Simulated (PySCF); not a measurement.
MoCl₃H₃, SMILES [Cl][MoH3]([Cl])[Cl], multiplicity 1. Geometry: PBE0-D3(BJ)/def2-SVP. The spin state was assumed, not searched. The structure was generated by enumeration; whether it is a known compound was not checked. The def2 effective core potentials stand for the cores of Mo; spin–orbit coupling is left out.

### Question
Give the equilibrium geometry at PBE0-D3(BJ)/def2-SVP (PySCF confirms it by a frequency run) as Cartesian coordinates in Å, and its point group. (Estimate from the structure and the level; the computed values follow.)

### Answer
point group C3v.
```xyz
7

Mo     0.0000     0.0000    -0.1707
Cl     1.9294     1.1139     0.2308
Cl     0.0000    -2.2279     0.2308
Cl    -1.9294     1.1139     0.2308
H     -0.7716    -0.4455    -1.5347
H      0.7716    -0.4455    -1.5347
H      0.0000     0.8910    -1.5347
```
Charge 0, spin multiplicity 1.
